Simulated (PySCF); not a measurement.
Be(Cl)(SeH) (BeClHSe), SMILES [Cl][Be][SeH]. Atoms are numbered in the order given.

```xyz
4

Be    -0.0008     0.7243     0.0000
Cl     0.0000     2.5359     0.0000
Se    -0.0423    -1.3146     0.0000
H      1.4418    -1.3118     0.0000
```

Geometry optimised at PBE-D3(BJ)/def2-TZVP. One conformer was computed; it need not be the lowest.

The numbers are results of PBE0/def2-TZVPD in PySCF, not measurements.

Isolated molecule, no solvent.

Computed frontier levels, gap, dipole moment and polarisability:
```yaml
highest_occupied_level: -7.51 eV
lowest_empty_level: -0.93 eV
orbital_gap: 6.57 eV
dipole_moment: 0.69 D
quadrupole, principal values (traceless, Buckingham form, about the centre of nuclear charge): -5.86, -0.33, 6.19 D·Å
mean_static_polarisability: 58.4 bohr³ (8.65 Å³)
polarisability_principal_values: 49.7, 50.0, 75.5 bohr³
```
